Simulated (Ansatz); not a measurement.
Geometry optimisation, RKS PBE/def2-SVP (Ansatz).

Input:

```yaml
crystal:
  periodic: [false, false, false]
  atoms:
    - { symbol: B, position_ang: [-0.4373, 1.3585, -0.0068] }
    - { symbol: C, position_ang: [0.259, 0.0289, -0.0457] }
    - { symbol: "N", position_ang: [1.5108, 0.0151, -0.2426] }
    - { symbol: "N", position_ang: [-0.3883, -1.1771, 0.1293] }
    - { symbol: H, position_ang: [-1.6528, 1.433, 0.1305] }
    - { symbol: H, position_ang: [0.1126, 2.4276, -0.1667] }
    - { symbol: H, position_ang: [2.10054, 0.89631, -0.42285] }
    - { symbol: H, position_ang: [-1.4576, -1.1613, 0.275] }
    - { symbol: H, position_ang: [0.0338, -2.0918, 0.159] }
basis:
  gaussian: { orbitals: def2-SVP }
hamiltonian:
  xc: pbe
relax:
  f_tol: 0.015
  max_steps: 40
```

Command:

```bash
$ ansatz run input.yaml --threads 1 --pin off --max-ram 2048MiB --backend cpu --events-out ev --progress --plain --runs-dir out
```

Task: Where does it end, and by what steps?

Result: The run converged. After 6 steps the energy has fallen by 0.511 eV; H7 moved furthest, 0.15 Å.

```
step  energy less start (eV)  largest force component (eV/Å)  accepted
   0                  0.0000                           4.502       yes
   1                 -0.3923                           1.497       yes
   2                 -0.4896                           1.169       yes
   3                 -0.5074                           0.240       yes
   4                 -0.5099                           0.112       yes
   5                 -0.5109                           0.016       yes
   6                 -0.5109                           0.009       yes
```

```xyz
9
Properties=species:S:1:pos:R:3
B -0.477 1.374 -0.032
C 0.301 0.010 -0.066
N 1.597 -0.069 -0.252
N -0.426 -1.147 0.085
H -1.685 1.424 0.129
H 0.148 2.408 -0.166
H 1.963 0.888 -0.364
H -1.407 -1.116 0.346
H 0.067 -2.041 0.129
```

Time of the run: 19 s on 1 thread of Intel(R) Xeon(R) Platinum 8259CL CPU @ 2.50GHz (Skylake/Cascade Lake), with other jobs on the host, peak memory 0.14 GiB.
